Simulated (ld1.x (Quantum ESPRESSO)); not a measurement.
What one change does to a pseudopotential (iron (Fe), TM)

```
Element                 : iron (Fe)
Generator               : ld1.x (Quantum ESPRESSO) 7.5
Type                    : norm-conserving Troullier–Martins (Kleinman–Bylander form)
Functional              : LDA (PZ)
Relativity              : scalar-relativistic
Frozen core             : [Ar]
Valence charge          : 8
Reference configuration : 3d6 4s1 4p0 (charge +1)
Partial waves           : 4s (bound): rc 2.35 bohr; 4p (bound, empty): rc 2.70 bohr; 3d (bound): rc 1.80 bohr
Local potential         : the d channel
Core correction         : a·sin(br)/r model core inside 0.85 bohr
```

Change: local potential all-electron potential smoothed inside 1.35 bohr (lloc = -2).

Cutoffs: the cutoffs (Ry, on a coarse ladder) from which the occupation-weighted sum of valence levels, in a spherical-Bessel basis at the reference potential, stays within 10 and 1 mRy of its value at 400 Ry; they do not see the model core or the augmentation charge, which bear on the density cutoff. Errors are all-electron minus pseudo energies relative to the spin-unpolarised reference configuration.

**Question.** What does the change do?

**Answer.** The potential gets neither clearly harder nor softer (80 Ry and 140 Ry → 80 Ry and 140 Ry); the bound ghosts move from p, s to s; the number of tests that count goes from 9 to 7; of the 7 tests that both files solve, the error grows in 2 and shrinks in 3 by more than 15 % and 0.3 meV (median size 12.4 → 11.9 meV); the range in which the s phases agree narrows (upper end 1.3 → -0.5); the range in which the p phases agree narrows (upper end 2.7 → 1.1). In the separable form a ghost depends on how the local part lies against the semilocal potential of the channel, so the choice of the local part can create or remove one.

```csv
quantity,base,changed
"cutoff, loose",80 Ry,80 Ry
"cutoff, tight",140 Ry,140 Ry
loose cutoff by channel (10 mRy a level),"s 10 Ry, d 70 Ry","s 8 Ry, d 70 Ry"
bound ghosts,"s, p",s
"tests counted (converged, no solver errors)",9 of 9,7 of 9
"error for 3d6 4s2 4p0, meV [ΔE -8.98 eV]",-1.7,+4.6
"error for 3d6 4s0 4p0, meV [ΔE 16.49 eV]",-12,-12
"error for 3d5 4s0 4p0, meV [ΔE 51.02 eV]",-274,-189
"error for 3d5 4s2 4p1, meV [ΔE -0.12 eV]",-276,+16
"error for 3d6 4s1.5 4p0, meV [ΔE -5.39 eV]",-0.4,+1.3
"error for 3d6 4s0 4p2, meV [ΔE -0.37 eV]",-3.0,-2.4
"error for 3d6 4s1 4p0 (spin-polarised), meV [ΔE -4.17 eV]",+219,+222
s: phases at 2.96 bohr within 0.05 rad from the reference energy up to (Ry; the scan ends near 5),1.3,-0.5
p: phases at 2.96 bohr within 0.05 rad from the reference energy up to (Ry; the scan ends near 5),2.7,1.1
d: phases at 2.96 bohr within 0.05 rad from the reference energy up to (Ry; the scan ends near 5),0.0,0.3
```

Changed file: Tests not counted: 3d6.5 4s1.5 4p0 (solver errors, printed error -536 eV); 3d6 4s2 4p0 (spin-polarised) (solver errors, printed error -521 eV). These tests converged, but a pseudo level misses the all-electron one widely, so the file describes the atom poorly there or has found another state: 3d5 4s0 4p0: empty 4s by 4.6 eV (a node warning on the way). A true bound ghost makes a file unfit for plane-wave use even where its test errors are small: the radial tests pick states by their node count and pass the ghost by. Where a test does run into it, the solver fails or the error is huge.
